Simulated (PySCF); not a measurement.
Geometries of 2 isomers of C3H10GeOSi, from PBE0-D3(BJ)/def2-SVP geometry optimisation, gas phase (PySCF). One conformer each, no zero-point energy, no frequencies.

Question: Which isomer lies lower at this level?
A.
```xyz
16
angstrom
Ge     2.235   -0.176    0.666
O      0.792    0.880    0.692
C     -0.359    0.511   -0.002
C     -1.270   -0.579    0.622
C     -2.642   -0.127    0.063
Si    -1.913    1.625   -0.031
H      1.976   -1.447    1.499
H      3.353    0.675    1.280
H      2.526   -0.554   -0.801
H     -0.133    0.215   -1.050
H     -0.985   -1.624    0.404
H     -1.246   -0.452    1.718
H     -3.514   -0.342    0.695
H     -2.828   -0.541   -0.940
H     -2.090    2.390    1.240
H     -2.208    2.520   -1.195
```
B.
```xyz
16
angstrom
C     -2.922   -0.325    0.322
C     -1.784   -0.563   -0.335
C     -1.049    0.413   -1.191
Si     0.548    1.002   -0.390
O      1.471   -0.334   -0.050
Ge     2.903   -0.704    0.935
H     -3.382   -1.086    0.957
H     -3.436    0.639    0.247
H     -1.306   -1.544   -0.220
H     -1.664    1.302   -1.410
H     -0.772   -0.041   -2.160
H      1.277    1.915   -1.329
H      0.246    1.760    0.866
H      4.121    0.013    0.322
H      2.651   -0.218    2.374
H      3.066   -2.229    0.876
```

Answer: B. That is `C=CC[SiH2][O][GeH3]`, 32.1 kcal/mol below the other.

```json
{"SMILES": "C=CC[SiH2][O][GeH3]", "atoms numbered as above": "[CH2:1]=[CH:2][CH2:3][SiH2:4][O:5][GeH3:6]", "E (Eh)": "-2560.98379", "relative (kcal/mol)": "0.0", "relative (kJ/mol)": "0.0", "dipole (D)": "0.93"}
{"SMILES": "[GeH3][O][C@H]1CC[SiH2]1", "atoms numbered as above": "[GeH3:1][O:2][C@H:3]1[CH2:4][CH2:5][SiH2:6]1", "E (Eh)": "-2560.93265", "relative (kcal/mol)": "32.1", "relative (kJ/mol)": "134.3", "dipole (D)": "1.40"}
```

As drawn, the lower has an Si–O bond and a C=C bond outside aromatic rings, which the higher lacks; the higher has a four-membered ring, which the lower lacks.
